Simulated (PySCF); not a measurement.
The PySCF input:
```python
from pyscf import gto, scf

mol = gto.M(
    atom='''
B     0.00000000    0.00000000    0.00000000
''',
    basis='def2-tzvp',
    spin=1,
    verbose=4,
)

mf = scf.UHF(mol)
mf.kernel()
mf.analyze()
```

What is the computed dipole moment (HF/def2-TZVP in PySCF)?

0.00 D

Give the number of basis functions at the level HF/def2-TZVP.

31

Estimate the total energy that HF/def2-TZVP returns for this input.

-24.5323 Eh

Estimate the <S^2> that HF/def2-TZVP returns for this input.

0.761

These values belong to the state on which the SCF converged, which isn't shown to be the lowest.
